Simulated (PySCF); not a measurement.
Partial charges of `CC1=C/C(=C/Cl)CCC1`

C8H11Cl.
Cartesian coordinates in Å at the GFN2-xTB level; atoms count from 1:
```
atom  x, y, z in Å
C1     2.5790    0.5888    0.3546
C2     1.1546    0.2107    0.1071
C3     0.1559    1.0966    0.1696
C4    -1.2292    0.7581   -0.0873
C5    -2.1732    1.6942    0.0380
Cl6   -3.8464    1.4070   -0.2558
C7    -1.5208   -0.6534   -0.5085
C8    -0.5384   -1.6183    0.1470
C9     0.8920   -1.2319   -0.2151
H10    2.9484    0.0921    1.2521
H11    3.2057    0.2706   -0.4781
H12    2.6841    1.6626    0.4839
H13    0.3618    2.1288    0.4167
H14   -1.9607    2.7110    0.3278
H15   -1.4246   -0.7207   -1.5968
H16   -2.5466   -0.9170   -0.2484
H17   -0.7463   -2.6406   -0.1740
H18   -0.6597   -1.5708    1.2315
H19    1.6039   -1.8654    0.3194
H20    1.0552   -1.3920   -1.2867
```

Density: PBE0/pcSseg-1 (PySCF); schemes: Mulliken, IAO, Hirshfeld and ESP-fitted. Geometry: GFN2-xTB, one conformer, isolated molecule.

Tabulate the Mulliken, IAO, Hirshfeld and ESP-fitted charges.

In e:

| atom | environment | Mulliken | IAO | Hirshfeld | ESP-fitted |
| --- | --- | --- | --- | --- | --- |
| C1 | allylic carbon | -0.137 | -0.422 | -0.116 | -0.587 |
| C2 | fully substituted alkene carbon | -0.420 | +0.027 | +0.019 | +0.425 |
| C3 | alkene CH carbon | +0.089 | -0.185 | -0.069 | -0.649 |
| C4 | fully substituted alkene carbon | -0.245 | +0.004 | -0.007 | +0.407 |
| C5 | vinylic C–Cl carbon | -0.077 | -0.203 | -0.051 | -0.449 |
| Cl6 | vinyl chlorine | -0.106 | -0.033 | -0.034 | -0.058 |
| C7 | allylic carbon | -0.101 | -0.267 | -0.073 | -0.177 |
| C8 | ring CH2 carbon | -0.202 | -0.249 | -0.066 | +0.050 |
| C9 | allylic carbon | -0.133 | -0.267 | -0.069 | -0.273 |
| H10 | methyl hydrogen | +0.129 | +0.149 | +0.046 | +0.162 |
| H11 | methyl hydrogen | +0.123 | +0.149 | +0.046 | +0.149 |
| H12 | methyl hydrogen | +0.111 | +0.146 | +0.046 | +0.165 |
| H13 | vinylic hydrogen | +0.067 | +0.139 | +0.043 | +0.220 |
| H14 | vinylic hydrogen | +0.124 | +0.163 | +0.048 | +0.247 |
| H15 | methylene hydrogen | +0.141 | +0.146 | +0.042 | +0.074 |
| H16 | methylene hydrogen | +0.140 | +0.151 | +0.032 | +0.069 |
| H17 | methylene hydrogen | +0.114 | +0.137 | +0.042 | +0.024 |
| H18 | methylene hydrogen | +0.125 | +0.136 | +0.036 | +0.023 |
| H19 | methylene hydrogen | +0.122 | +0.138 | +0.043 | +0.084 |
| H20 | methylene hydrogen | +0.137 | +0.142 | +0.042 | +0.095 |

Mean size of the charges over all atoms: ESP-fitted 0.219 e, IAO 0.163 e, Mulliken 0.142 e, Hirshfeld 0.049 e. Each set sums to the total charge, 0, to within 0.001 e. The ESP scheme is a least-squares fit of atom-centred charges to the potential on four shells outside the van der Waals surface, with the total charge fixed.

Lowest charge. The schemes don't all agree: Mulliken C2 (-0.420); IAO C1 (-0.422); Hirshfeld C1 (-0.116); ESP-fitted C3 (-0.649).

Highest charge. The schemes don't all agree: Mulliken H15 (+0.141); IAO H14 (+0.163); Hirshfeld H14 (+0.048); ESP-fitted C2 (+0.425).

How closely do the schemes follow one another over all atoms?

Correlation coefficient and root-mean-square difference: IAO with Hirshfeld 0.99, 0.134 e; Hirshfeld with ESP-fitted 0.75, 0.249 e; IAO with ESP-fitted 0.73, 0.197 e; Mulliken with IAO 0.59, 0.158 e; Mulliken with Hirshfeld 0.57, 0.137 e; Mulliken with ESP-fitted -0.02, 0.331 e.

Sum the charges by element, for elements with more than one atom.

```json
{"element": "C", "atoms": "8", "Mulliken": "-1.225", "IAO": "-1.564", "Hirshfeld": "-0.432", "ESP-fitted": "-1.252"}
{"element": "H", "atoms": "11", "Mulliken": "+1.331", "IAO": "+1.597", "Hirshfeld": "+0.466", "ESP-fitted": "+1.310"}
```

How many electrons does the IAO scheme count on C7?

Z − q = 6 − (-0.267) = 6.267.
